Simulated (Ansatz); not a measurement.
A series at In: from `[Cl][In]([Cl])[Cl]`, ligands are replaced one by one, each step taking up H₂S and setting free HCl; n counts the steps. Ansatz, PBE0-D4/def2-TZVP geometries. Each molecule was computed in one conformer, which needn't be the lowest.

CBS adds triple-zeta CCSD(T) − MP2 to the MP2 limit, frozen cores; atoms without spin–orbit coupling. Elements past krypton have def2 core potentials. Outer-core shells of In are correlated without core-valence functions. Spin–orbit coupling is left out.

```csv
n,molecule,"atomization energy, CCSD(T)/CBS (kJ/mol)"
0,`[Cl][In]([Cl])[Cl]`,?
1,`[SH][In]([Cl])[Cl]`,1309.8
2,`[SH][In]([SH])[Cl]`,1609.0
3,`[SH][In]([SH])[SH]`,1902.6
```

Problem. By hand: fit a straight line y = ȳ + b (n − n̄) to the 3 given rows and predict n = 0.

Solution. n̄ = 2.000, ȳ = 1607.13; Σ(n − n̄)(y − ȳ) = 592.80, Σ(n − n̄)² = 2.000, so b = 296.40 kJ/mol a step. Prediction: 1607.13 + (296.40) × (-2.000) = 1014.3 kJ/mol.

Problem. By hand: compare with the computed value, 1004.8 kJ/mol, and give the steps along the whole series.

Solution. The line misses by -9.5 kJ/mol (computed minus predicted). Steps: 305.0, 299.2, 293.6 kJ/mol.

The steps differ by at most 11.4 kJ/mol, 3.8 % of a mean step, so the ligands' effects nearly add and a line is close. The miss is 1.1 % of the series' range. The energies themselves are unsure by some kJ/mol a bond, though much of that is common to the series.
